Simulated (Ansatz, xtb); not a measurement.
# C3H2F4O: 3 structures ranked

3 gas-phase structures of C3H2F4O, from a drawn sample of its isomers (lower ones may exist). Each was relaxed with GFN2-xTB:

A. `F[C@@H]1O[C@@H]1C(F)(F)F`, a singlet
B. `FC(F)(F)[C@@]1(F)CO1`, a singlet
C. `F[C@@H]1O[C@H]1C(F)(F)F`, a singlet

Problem. Make a reasoned guess at their ranking by r2SCAN-D4/def2-SVP single-point energy.

Solution. Calculated order at r2SCAN-D4/def2-SVP: C (0.0), B (5.9), A (6.2) kJ/mol. Less than 1 kcal/mol parts B and A, so the order within that pair means little.

Energies above the lowest of each column, in kJ/mol; the last columns are at PBE0-D3(BJ)/def2-SVP geometries:

```tsv
structure	GFN2-xTB	HF/STO-3G	r2SCAN-D4/def2-SVP	PBE0-D3(BJ)/def2-SVP	CCSD(T)/def2-SVP + ΔMP2/def2-TZVPP
C	0.0	0.0	0.0	0.0	0.0
B	15.8	6.4	5.9	7.7	7.3
A	7.7	2.6	6.2	7.1	9.3
```

Every level run on C puts it lowest or level with the lowest. ΔMP2 is the change of the MP2 energy from the smaller to the larger basis.

Programs: Ansatz 0.2.0, xtb 6.7.1.
